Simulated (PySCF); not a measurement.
# 17O chemical shifts

Gas phase, averaged over atoms made equivalent by symmetry, fast rotation or ring inversion, single conformer, non-relativistic. Coordinates at the GFN2-xTB level; σ from GIAO-PBE0/pcSseg-1; PySCF 2.14.

Shieldings were converted by a linear fit to measured shifts: 17O: δ = 266.70 − 0.911σ (rms 10.7 ppm, 155 shifts, 12.2 ppm with the 3 outliers that the fit left out vs liquid water, solution or neat liquid). A few per cent of atoms miss by over 2 rms, more outside the fitted compound classes.

Give the 17O shifts of `O=P1(C(F)(F)F)CCPCC1`, `C=C(SC)[C@@H]1[SiH2][C@@H]1OC`, `COC(=O)[C@H](F)C#N`, `N#CC[C@H]1[SiH2]O[SiH2]C1=O`, `CC/C=C/[Si@H]1OCCS1`.

Results:


```csv
compound,environment,δ (ppm)
O=P1(C(F)(F)F)CCPCC1,P=O oxygen,48.8
C=C(SC)[C@@H]1[SiH2][C@@H]1OC,ether oxygen,-16.6
[CH3:1][O:2][C:3](=[O:4])[C@H:5]([F:6])[C:7]#[N:8],O4: ester carbonyl oxygen,354.8
[CH3:1][O:2][C:3](=[O:4])[C@H:5]([F:6])[C:7]#[N:8],O2: ester alkoxy oxygen,133.2
[N:1]#[C:2][CH2:3][C@H:4]1[SiH2:5][O:6][SiH2:7][C:8]1=[O:9],O9: carbonyl oxygen,712.8
[N:1]#[C:2][CH2:3][C@H:4]1[SiH2:5][O:6][SiH2:7][C:8]1=[O:9],"O6: oxygen bonded to 2 Si, in a 5-membered ring",-15.0
CC/C=C/[Si@H]1OCCS1,"oxygen bonded to C, Si, in a 5-membered ring",1.3
```
